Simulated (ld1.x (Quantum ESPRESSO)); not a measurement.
**samarium (Sm): one change to an ultrasoft potential, before and after**

```
Element                 : samarium (Sm)
Generator               : ld1.x (Quantum ESPRESSO) 7.5
Type                    : ultrasoft
Functional              : BLYP
Relativity              : scalar-relativistic
Frozen core             : [Kr] 4d10
Valence charge          : 16
Reference configuration : 4f6 5s2 5p6 5d1 6s1 6p0
Partial waves           : 5s (bound): rcut 1.80, rcutus 1.95 bohr; 6s (bound): rcut 1.80, rcutus 1.95 bohr; 5p (bound): rcut 2.20, rcutus 2.70 bohr; 6p (bound, empty): rcut 2.20, rcutus 2.70 bohr; 5d (bound): rcut 2.65, rcutus 3.45 bohr; 5d channel at 0.6 Ry: rcut 2.65, rcutus 3.45 bohr; 4f (bound): rcut 1.15, rcutus 1.50 bohr; 4f channel at 3.45 Ry: rcut 1.15, rcutus 1.50 bohr
Local potential         : all-electron potential smoothed inside 2.80 bohr (lloc = -2)
Core correction         : none
Augmentation charge     : PSQ, inside the norm-conserving radii
```

Change: waves 5s (bound): rcut 1.80, rcutus 2.66 bohr; 6s (bound): rcut 1.80, rcutus 2.66 bohr.

Cutoffs: the cutoffs (Ry, on a coarse ladder) from which the occupation-weighted sum of valence levels, in a spherical-Bessel basis at the reference potential, stays within 10 and 1 mRy of its value at 400 Ry; they do not see the model core or the augmentation charge, which bear on the density cutoff. Errors are all-electron minus pseudo energies relative to the spin-unpolarised reference configuration.

Task: What does the change do?

Result: The potential gets neither clearly harder nor softer (70 Ry and 100 Ry → 70 Ry and 100 Ry); the f channel sets the loose cutoff, while the largest relative change is in s, which becomes softer; of the 7 tests that both files solve, the error grows in 6 and shrinks in 0 by more than 15 % and 0.3 meV (median size 11.2 → 22.7 meV); neither file shows a bound ghost. More of the atom is replaced by a form fitted at one configuration, so other configurations suffer.

```tsv
quantity	base	changed
cutoff, loose	70 Ry	70 Ry
cutoff, tight	100 Ry	100 Ry
loose cutoff by channel (10 mRy a level)	s 12 Ry, p 8 Ry, d 6 Ry, f 55 Ry	s 10 Ry, p 8 Ry, d 6 Ry, f 55 Ry
bound ghosts	none	none
error for 4f6 5s2 5p6 5d0 6s2 6p0, meV [ΔE -2.03 eV]	-5.4	-10
error for 4f6 5s2 5p6 5d0 6s1 6p0, meV [ΔE 3.86 eV]	-8.8	+8.4
error for 4f6 5s2 5p6 5d0 6s0 6p0, meV [ΔE 15.07 eV]	-12	-121
error for 4f5 5s2 5p6 5d0 6s0 6p0, meV [ΔE 38.75 eV]	+119	+409
error for 4f6 5s2 5p6 5d0 6s0 6p1, meV [ΔE 7.08 eV]	+12	-40
error for 4f6 5s2 5p6 5d0 6s0 6p2, meV [ΔE 3.17 eV]	+11	-23
error for 4f6 5s2 5p6 5d0.5 6s1.5 6p0, meV [ΔE -1.04 eV]	-0.9	-2.0
s: phases at 3.73 bohr within 0.05 rad from the reference energy up to (Ry; the scan ends near 5)	2.8	2.6
p: phases at 3.73 bohr within 0.05 rad from the reference energy up to (Ry; the scan ends near 5)	3.1	3.1
d: phases at 3.73 bohr within 0.05 rad from the reference energy up to (Ry; the scan ends near 5)	to the end of the scan	to the end of the scan
f: phases at 3.73 bohr within 0.05 rad from the reference energy up to (Ry; the scan ends near 5)	1.0	1.0
lowest overlap eigenvalue by channel	s 0.26, p 0.09, d 0.53, f 0.97	s 0.08, p 0.09, d 0.53, f 0.97
```
